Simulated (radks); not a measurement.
Q: The chlorine anion Cl-, [Ar], held by a Watson sphere: a shell of charge +0.97 at radius R that stands for the Madelung well of a crystal (potential energy -0.97/R inside, -0.97/r outside, in hartree with lengths in bohr). All-electron calculation, scalar-relativistic Kohn-Sham, LDA (Slater exchange, Perdew-Wang correlation), spin-unpolarised, spherical densities, finite nucleus; Fermi nuclear charge, rms radius of each element as measured or else 0.836 A^(1/3) + 0.57 fm. Program: a radial shooting solver on a logarithmic mesh with Libxc functionals. Response by self-consistent Sternheimer equations with the Hartree and adiabatic LDA kernel, the relativistic mass of each level held fixed and spin-orbit coupling left out. The sphere does not respond.

R (bohr)  e(2p) (eV)  e(3s) (eV)  e(3p) (eV)  <r> 3p (bohr)  sum of <r^2> (bohr^2)  X-ray form factor at sin(theta)/lambda = 0.1 1/angstrom  alpha (bohr^3)
2.06         -189.38     -20.474      -8.755          1.883                  33.05                                                   15.906           18.37
3.19         -188.48     -18.531      -7.046          1.985                  36.58                                                   15.747           26.18
3.21         -188.46     -18.501      -7.018          1.986                  36.62                                                   15.745           26.33
3.28         -188.38     -18.400      -6.919          1.990                  36.78                                                   15.739           26.83
3.44         -188.21     -18.175      -6.699          1.999                  37.12                                                   15.726           27.96
4.63         -187.03     -16.794      -5.320          2.039                  38.83                                                   15.669           35.49

Estimate the row for R = 3.49 bohr.

A: e(2p) (eV) -188.16; e(3s) (eV) -18.106; e(3p) (eV) -6.632; <r> 3p (bohr) 2.001; sum of <r^2> (bohr^2) 37.22; X-ray form factor at sin(theta)/lambda = 0.1 1/angstrom 15.722; alpha (bohr^3) 28.31.
